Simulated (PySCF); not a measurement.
Molecule: SMILES n1cccc(NC)c1, C6H8N2.

Molfile (atoms numbered from 1):
```
C6H8N2
     RDKit          3D

 16 16  0  0  0  0  0  0  0  0999 V2000
    2.3826    0.8228    0.3690 C   0  0  0  0  0  0  0  0  0  0  0  0
    1.4597    0.1177   -0.4697 N   0  0  0  0  0  0  0  0  0  0  0  0
    0.1383   -0.0477   -0.1478 C   0  0  0  0  0  0  0  0  0  0  0  0
   -0.4765    0.6092    0.9300 C   0  0  0  0  0  0  0  0  0  0  0  0
   -1.8339    0.3997    1.1566 C   0  0  0  0  0  0  0  0  0  0  0  0
   -2.5456   -0.4568    0.3216 C   0  0  0  0  0  0  0  0  0  0  0  0
   -1.9688   -1.0930   -0.6989 N   0  0  0  0  0  0  0  0  0  0  0  0
   -0.6836   -0.8967   -0.9242 C   0  0  0  0  0  0  0  0  0  0  0  0
    2.4871    0.3789    1.3789 H   0  0  0  0  0  0  0  0  0  0  0  0
    3.3730    0.8269   -0.1052 H   0  0  0  0  0  0  0  0  0  0  0  0
    2.0796    1.8756    0.4978 H   0  0  0  0  0  0  0  0  0  0  0  0
    1.8440   -0.5576   -1.1151 H   0  0  0  0  0  0  0  0  0  0  0  0
    0.0947    1.2724    1.5819 H   0  0  0  0  0  0  0  0  0  0  0  0
   -2.3354    0.9010    1.9877 H   0  0  0  0  0  0  0  0  0  0  0  0
   -3.6136   -0.6391    0.4803 H   0  0  0  0  0  0  0  0  0  0  0  0
   -0.2389   -1.4338   -1.7739 H   0  0  0  0  0  0  0  0  0  0  0  0
  1  2  1  0
  2  3  1  0
  3  4  1  0
  4  5  2  0
  5  6  1  0
  6  7  2  0
  7  8  1  0
  8  3  2  0
  1  9  1  0
  1 10  1  0
  1 11  1  0
  2 12  1  0
  4 13  1  0
  5 14  1  0
  6 15  1  0
  8 16  1  0
M  END
```

Geometry PBE0-D3(BJ)/def2-SVP throughout; GIAO in PySCF 2.14.0 with density-fitted response routines, gas phase, one conformer, non-relativistic; equivalent atoms averaged; functional PBE0.

Q: How do the absolute shieldings σ depend on the basis set? (a selection of nuclei; ppm; last column core-seconds on shared hosts with different chips, so compare them loosely)

A: 
```csv
basis set,functions,C6,C8,C4,C1,N2,H16,H14,H13,H9/H10/H11,core-s
STO-3G,48,121.2,125.6,135.8,200.7,266.0,25.07,25.79,26.52,30.33,4
pcSseg-0,88,44.2,46.1,72.4,162.0,204.9,24.48,25.80,26.40,29.78,8.4
6-31G,88,66.7,68.9,90.3,171.3,211.9,24.47,25.48,26.01,29.75,8.1
6-31G*,128,62.9,64.9,86.5,165.6,210.4,24.19,25.11,25.56,29.31,12
cc-pVDZ,152,60.8,63.2,85.1,168.0,209.0,23.41,24.39,24.92,28.69,19
def2-SVP,152,59.0,61.0,83.1,166.1,209.0,23.60,24.51,25.01,28.80,17
pcSseg-1,176,41.7,44.1,68.1,154.9,197.8,23.24,24.24,24.70,28.52,21
aug-cc-pVDZ,256,58.1,59.8,83.9,166.8,209.7,23.17,24.11,24.58,28.54,44
"6-311+G(2d,p)",264,45.3,46.9,71.2,157.9,197.9,23.32,24.32,24.77,28.78,33
def2-TZVP,296,44.5,46.1,70.3,157.1,199.9,23.34,24.29,24.73,28.77,54
```

Q: Which nucleus among those listed moves most, in ppm?

A: C8 (aromatic CH next to a ring nitrogen): from 44.1 ppm with pcSseg-1 to 125.6 ppm with STO-3G. The smallest spread is 1.69 ppm, at H14. Proton shifts span only some 12 ppm, so a few tenths of a ppm matter as much there as several ppm in carbon.

Q: Taking the largest basis, def2-TZVP (296 functions), as the yardstick, rank the others by their worst heavy-atom deviation.

A: 6-311+G(2d,p) 2.1 ppm (264 functions), pcSseg-1 2.8 ppm (176 functions), pcSseg-0 5.0 ppm (88 functions), aug-cc-pVDZ 13.7 ppm (256 functions), def2-SVP 14.9 ppm (152 functions), cc-pVDZ 17.1 ppm (152 functions), 6-31G* 18.8 ppm (128 functions), 6-31G 22.8 ppm (88 functions), STO-3G 79.5 ppm (48 functions).

A small basis that lands close on one nucleus may do so by chance; judge by the trend and by all nuclei.
